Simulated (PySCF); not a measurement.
C3H6N2O3SSi.
SMILES: `O=S(=O)(O)c1cncn1[SiH3]`

Torsions of this conformer, `[O:1]=[S:2](=[O:3])([OH:4])[c:5]1[cH:6][n:7][cH:8][n:9]1[SiH3:10]`: O1–S2–C5–C6 151°, H–O4–S2–O1 -160°.

The closed-shell ground state was solved at several levels (PySCF, density fitting, gas phase, non-relativistic). The structure is a single PBE0-D3(BJ)/def2-SVP conformer in the gas phase; no vibrational or solvent corrections.

```tsv
level	basis functions	total energy (Eh)	HOMO (eV)	LUMO (eV)	gap (eV)	dipole (D)
PBE0/pcSseg-1	214	-1139.9044	-7.72	-1.09	6.63	3.06
KT3/pcSseg-1	214	-1152.2533	-6.53	-1.89	4.64	2.89
```

(1) Estimate the row for CAM-B3LYP/def2-SVPD, a basis of 268 functions; the other rows only guide the guess.

(2) Over all these levels, which gives the widest orbital gap and which the narrowest?

(3) How far do the dipole and the HOMO energy spread over the levels?

Answers

(1) Total energy -1140.0473 Eh, HOMO -9.05 eV, LUMO -0.11 eV, gap 8.94 eV, dipole 3.17 D.

(2) CAM-B3LYP/def2-SVPD (range-separated hybrid) has the widest, 8.94 eV, and KT3/pcSseg-1 (GGA) the narrowest, 4.64 eV. Functional and basis both differ between the two, so the spread mixes both effects.

(3) The dipole runs from 2.89 to 3.17 D (mean 3.04 D) and the HOMO from -9.05 to -6.53 eV.
